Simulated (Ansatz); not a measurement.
Calculated with Ansatz (gas phase, PBE0-D4/def2-TZVP geometries, no zero-point term in ΔE). CBS: MP2 limit from def2 TZ/QZ plus the TZ coupled-cluster correction, frozen cores. This one scheme is used for every species. DFT in def2-TZVPP. For Br outer-core shells are correlated without core-valence functions, which leaves a few kJ/mol of doubt a bond. Scalar relativity is left out up to krypton. One conformer a species, not always the lowest.

`CC[SiH2]O` + HBr → `CC[SiH2]Br` + H₂O  (ligand exchange at the Si–O bond)

`CC[SiH2]O`:

Cartesian coordinates in Å:
```
C -0.203 -0.963 1.141
C -0.893 -0.190 0.020
Si 0.224 1.034 -0.843
O 1.536 0.307 -1.537
H 0.195 -0.289 1.905
H 0.632 -1.556 0.759
H -0.888 -1.653 1.640
H -1.294 -0.881 -0.730
H -1.754 0.366 0.410
H 0.677 2.051 0.153
H -0.495 1.706 -1.954
H 2.264 0.068 -0.964
```

HBr:

```xyz
2

Br    0.324    0.594   -0.215
H    -0.324   -0.594    0.215
```

`CC[SiH2]Br`:

Z-matrix (Å, degrees):
```
C
C 1 1.527
H 1 1.092 2 111.2
H 1 1.093 2 111.6 3 -119.9
H 1 1.093 2 111.6 3 119.9
Si 2 1.865 1 112.2 3 -180.0
H 2 1.095 1 110.9 3 -58.9
H 2 1.095 1 110.9 3 58.9
Br 6 2.229 2 110.1 1 -180.0
H 6 1.484 2 111.4 1 -61.1
H 6 1.484 2 111.4 1 61.1
```

H₂O:

Cartesian coordinates in Å:
```
O -0.220 0.320 0.021
H -0.201 -0.331 -0.684
H 0.422 0.011 0.663
```

```csv
species,r2SCAN0-D4 energy (Eh)
`CC[SiH2]O`,-445.73433
HBr,-2574.74036
`CC[SiH2]Br`,-2944.06702
H₂O,-76.41199
```

Task: Work out ΔE.

Result: ΔE = (-2944.06702) + (-76.41199) − (-445.73433) − (-2574.74036) = -0.00432 Eh = -0.12 eV. CCSD(T)/CBS gives -0.14 eV.

Task: What do rigid-rotor, harmonic-oscillator terms from PBE0-D4/def2-TZVP frequencies (298.15 K, 1 bar) make of the CCSD(T)/CBS value? (Estimate.)

Result: Ansatz gave: ΔZPE = +0.07 eV, ΔH = -0.06 eV, ΔS = 4 J/(mol·K), ΔG = -0.07 eV.

Largest T1 diagnostic among the species: 0.010.

At CCSD(T), def2-SVP lies +0.10 eV from the extrapolated value and def2-TZVPP +0.07 eV. Leaving LDA and LC-ωPBE aside and taking each functional with its dispersion term where it has one, the values, not all of them listed here, spread over 0.17 eV, from HSE06-D4 to CAM-B3LYP-D4. LDA lies +0.06 eV from PBE without D4.
